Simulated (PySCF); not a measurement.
Isomers of [C5H5OS]- (charge -1), one GFN2-xTB conformer each. Single-point energies are computed at PBE0/pcSseg-1 (PySCF, gas phase, no added dispersion term), electronic only.

```json
{"SMILES": "C#C/C=C(\\[S-])CO", "GFN2-xTB relative energy (kJ/mol)": "209.9"}
{"SMILES": "Cc1csc([O-])c1", "GFN2-xTB relative energy (kJ/mol)": "0.0"}
```

Conformers: `[CH:1]#[C:2]/[CH:3]=[C:4](\[S-:5])[CH2:6][OH:7]` (charge -1) with C3–C4–C6–O7 180°, C4–C6–O7–H 0°.

What does PBE0/pcSseg-1 give for the same structures?

| SMILES | PBE0/pcSseg-1 E (Eh) | PBE0/pcSseg-1 (kJ/mol) | GFN2-xTB (kJ/mol) | point group |
| --- | --- | --- | --- | --- |
| Cc1csc([O-])c1 | -666.49407 | 0.0 | 0.0 | Cs |
| C#C/C=C(\[S-])CO | -666.42489 | 181.6 | 209.9 | Cs |

Both levels put the same isomer lowest. As drawn, the higher has an O–H bond, which the lower lacks.
